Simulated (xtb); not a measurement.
F$_{4}$Ta, doublet, from a rough starting geometry (GFN-xTB shapes and energies of metal compounds can be far from the true ones) (the multiplicity is a formal guess); GFN2-xTB (xtb).

The xtb input:
```
$ xtb mol.xyz --gfn 2 --uhf 1 --opt vtight --json

# file mol.xyz
5

Ta     0.02679635     0.03327267    -0.06380084
F      0.52171971     1.13077476    -1.24516021
F      0.10891281    -1.21334764     1.28366340
F     -0.43273368    -1.25111526    -1.18791633
F     -0.17996107     1.31760648     1.24455477
```

Q: Write the output that xtb gives for this input, abridged.

A: 
```
   ID    Z sym.   atoms
    1   73 Ta     1
    2    9 F      2-5

           -------------------------------------------------
          |                Calculation Setup                |
           -------------------------------------------------

           -------------------------------------------------
          |                 G F N 2 - x T B                 |
           -------------------------------------------------

          ...................................................
          :                      SETUP                      :
          :.................................................:
          :  # basis functions                  26          :
          :  # atomic orbitals                  25          :
          :  # shells                           11          :
          :  # electrons                        33          :
          :  max. iterations                   250          :
          :  Hamiltonian                  GFN2-xTB          :
          :  restarted?                      false          :
          :  GBSA solvation                  false          :
          :  PC potential                    false          :
          :  electronic temp.          300.0000000     K    :
          :  accuracy                    1.0000000          :
          :  -> integral cutoff          0.2500000E+02      :
          :  -> integral neglect         0.1000000E-07      :
          :  -> SCF convergence          0.1000000E-05 Eh   :
          :  -> wf. convergence          0.1000000E-03 e    :
          :  Broyden damping             0.4000000          :
          :  net charge                          0          :
          :  unpaired electrons                  1          :
          ...................................................

 iter      E             dE          RMSdq      gap      omega  full diag
   1    -21.0903933 -0.210904E+02  0.525E+00    2.99       0.0  T
   2    -21.1548054 -0.644121E-01  0.487E+00    3.01       1.0  T
   3    -21.1570163 -0.221087E-02  0.346E+00    3.02       1.0  T
   4    -21.1575266 -0.510300E-03  0.555E-01    3.07       1.0  T
   5    -21.1575654 -0.388574E-04  0.203E-01    3.07       1.0  T
   6    -21.1575707 -0.531695E-05  0.324E-02    3.07       1.4  T
   7    -21.1575709 -0.172518E-06  0.124E-02    3.07       3.6  T
   8    -21.1575709 -0.181440E-07  0.521E-03    3.07       8.6  T
   9    -21.1575709 -0.967774E-08  0.417E-04    3.07     107.2  T
  10    -21.1575709 -0.599485E-10  0.147E-04    3.07     305.0  T

   *** convergence criteria satisfied after 10 iterations ***

         :::::::::::::::::::::::::::::::::::::::::::::::::::::
         ::                     SUMMARY                     ::
         :::::::::::::::::::::::::::::::::::::::::::::::::::::
         :: total energy             -21.121089577731 Eh    ::
         :: gradient norm              0.079639437437 Eh/a0 ::
         :: HOMO-LUMO gap              3.071620483896 eV    ::
         ::.................................................::
         :: SCC energy               -21.157570663021 Eh    ::
         :: -> isotropic ES            0.083402037185 Eh    ::
         :: -> anisotropic ES         -0.000778281544 Eh    ::
         :: -> anisotropic XC         -0.000516260169 Eh    ::
         :: -> dispersion             -0.002135388915 Eh    ::
         :: repulsion energy           0.036481085290 Eh    ::
         :: add. restraining           0.000000000000 Eh    ::
         :: total charge              -0.000000000000 e     ::
         :::::::::::::::::::::::::::::::::::::::::::::::::::::

      -----------------------------------------------------------
     |                   =====================                   |
     |                        A N C O P T                        |
     |                   =====================                   |
     |               Approximate Normal Coordinate               |
     |                Rational Function Optimizer                |
      -----------------------------------------------------------
      -----------------------------------------------------------
     |                   =====================                   |
     |                        A N C O P T                        |
     |                   =====================                   |
     |               Approximate Normal Coordinate               |
     |                Rational Function Optimizer                |
      -----------------------------------------------------------

          ...................................................
          :                      SETUP                      :
          :.................................................:
          :   optimization level         verytight          :
          :   max. optcycles                   200          :
          :   ANC micro-cycles                  20          :
          :   degrees of freedom                 9          :
          :.................................................:
          :   RF solver                   davidson          :
          :   write xtbopt.log                true          :
          :   linear?                        false          :
          :   energy convergence         0.1000000E-06 Eh   :
          :   grad. convergence          0.2000000E-03 Eh/α :
          :   maxmium RF displ.          1.0000000          :
          :   Hlow (freq-cutoff)         0.1000000E-01      :
          :   Hmax (freq-cutoff)         5.0000000          :
          :   S6 in model hess.         20.0000000          :
          ...................................................

generating ANC from exact Hessian ...
Using Lindh-Hessian (1995)
 Shifting diagonal of input Hessian by    0.0000000000000000
 Lowest  eigenvalues of input Hessian
    0.000000    0.000000    0.000000    0.000000    0.000000    0.000000
    0.021256    0.040097    0.051273    0.076349    0.110175    0.410742
[...]
 * total energy  :   -21.1210896 Eh     change       -0.4057199E-11 Eh
 * total energy  :   -21.1250266 Eh     change       -0.3937017E-02 Eh
 * total energy  :   -21.1270829 Eh     change       -0.2056337E-02 Eh
 * total energy  :   -21.1273613 Eh     change       -0.2784161E-03 Eh
 * total energy  :   -21.1273952 Eh     change       -0.3382056E-04 Eh
 * total energy  :   -21.1274062 Eh     change       -0.1101279E-04 Eh
 * total energy  :   -21.1274113 Eh     change       -0.5149868E-05 Eh
 * total energy  :   -21.1274122 Eh     change       -0.8982604E-06 Eh
 * total energy  :   -21.1274124 Eh     change       -0.1499028E-06 Eh
 * total energy  :   -21.1274124 Eh     change       -0.2874409E-07 Eh
   *** GEOMETRY OPTIMIZATION CONVERGED AFTER 10 ITERATIONS ***
[...]
          :  -> SCF convergence          0.1000000E-05 Eh   :
          :  -> wf. convergence          0.1000000E-03 e    :
          :  Broyden damping             0.4000000          :
          :  net charge                          0          :
          :  unpaired electrons                  1          :
          ...................................................

 iter      E             dE          RMSdq      gap      omega  full diag
   1    -21.1513750 -0.211514E+02  0.617E-05    3.02       0.0  T
   2    -21.1513750 -0.152767E-12  0.401E-05    3.02    1115.6  T
   3    -21.1513750 -0.568434E-13  0.608E-06    3.02    7360.3  T

   *** convergence criteria satisfied after 3 iterations ***

         :::::::::::::::::::::::::::::::::::::::::::::::::::::
         ::                     SUMMARY                     ::
         :::::::::::::::::::::::::::::::::::::::::::::::::::::
         :: total energy             -21.127412407221 Eh    ::
         :: gradient norm              0.000029771573 Eh/a0 ::
         :: HOMO-LUMO gap              3.018963094905 eV    ::
         ::.................................................::
         :: SCC energy               -21.151374730974 Eh    ::
         :: -> isotropic ES            0.085185764165 Eh    ::
         :: -> anisotropic ES         -0.000702048510 Eh    ::
         :: -> anisotropic XC         -0.000589067971 Eh    ::
         :: -> dispersion             -0.002117954112 Eh    ::
         :: repulsion energy           0.023962323753 Eh    ::
         :: add. restraining           0.000000000000 Eh    ::
         :: total charge              -0.000000000000 e     ::
         :::::::::::::::::::::::::::::::::::::::::::::::::::::

           -------------------------------------------------
          |                Property Printout                |
           -------------------------------------------------

    * Orbital Energies and Occupations

         #    Occupation            Energy/Eh            Energy/eV
      -------------------------------------------------------------
         1        2.0000           -0.8824773             -24.0134
       ...           ...                  ...                  ...
         5        2.0000           -0.5776274             -15.7180
         6        2.0000           -0.5591672             -15.2157
         7        2.0000           -0.5475950             -14.9008
         8        2.0000           -0.5442638             -14.8102
         9        2.0000           -0.5442624             -14.8101
        10        2.0000           -0.5399578             -14.6930
        11        2.0000           -0.5399574             -14.6930
        12        2.0000           -0.5377918             -14.6341
        13        2.0000           -0.5367159             -14.6048
        14        2.0000           -0.5335319             -14.5181
        15        2.0000           -0.5335307             -14.5181
        16        2.0000           -0.5303093             -14.4304
        17        1.0000           -0.4359464             -11.8627 (HOMO)
        18                         -0.3250015              -8.8437 (LUMO)
        19                         -0.3249984              -8.8437
        20                         -0.2818728              -7.6701
        21                         -0.0900928              -2.4516
        22                          0.2110702               5.7435
        23                          0.3874421              10.5428
        24                          0.5916029              16.0983
        25                          0.5916335              16.0992
      -------------------------------------------------------------
                  HL-Gap            0.1109449 Eh            3.0190 eV
             Fermi-level           -0.4318009 Eh          -11.7499 eV

     #   Z          covCN         q      C6AA      α(0)
     1  73 Ta       2.638     1.463   243.235    34.078
     2   9 F        0.660    -0.366    13.119     4.275
     3   9 F        0.660    -0.366    13.119     4.275
     4   9 F        0.660    -0.366    13.119     4.275
     5   9 F        0.660    -0.366    13.119     4.275

 Mol. C6AA /au·bohr⁶  :        856.430900
 Mol. C8AA /au·bohr⁸  :      69184.018973
 Mol. α(0) /au        :         51.179153

Wiberg/Mayer (AO) data.
largest (>0.10) Wiberg bond orders for each atom

 ---------------------------------------------------------------------------
     #   Z sym  total        # sym  WBO       # sym  WBO       # sym  WBO
 ---------------------------------------------------------------------------
     1  73 Ta   4.023 --     2 F    1.006     5 F    1.006     3 F    1.006
                             4 F    1.006
     2   9 F    1.116 --     1 Ta   1.006
     3   9 F    1.116 --     1 Ta   1.006
     4   9 F    1.116 --     1 Ta   1.006
     5   9 F    1.116 --     1 Ta   1.006
 ---------------------------------------------------------------------------

Topologies differ in total number of bonds
Writing topology from bond orders to xtbtopo.mol

molecular dipole:
                 x           y           z       tot (Debye)
 q only:       -0.000       0.000      -0.000
   full:       -0.000       0.000      -0.000       0.000
molecular quadrupole (traceless):
                xx          xy          yy          xz          yz          zz
 q only:        7.607      -1.542      -3.708       0.405      -0.054      -3.899
  q+dip:        8.107      -1.643      -3.952       0.432      -0.058      -4.156
   full:        7.884      -1.598      -3.843       0.420      -0.056      -4.041

optimized geometry written to: xtbopt.xyz

           -------------------------------------------------
          | TOTAL ENERGY              -21.127412407221 Eh   |
          | GRADIENT NORM               0.000029771573 Eh/α |
          | HOMO-LUMO GAP               3.018963094905 eV   |
           -------------------------------------------------

normal termination of xtb
```
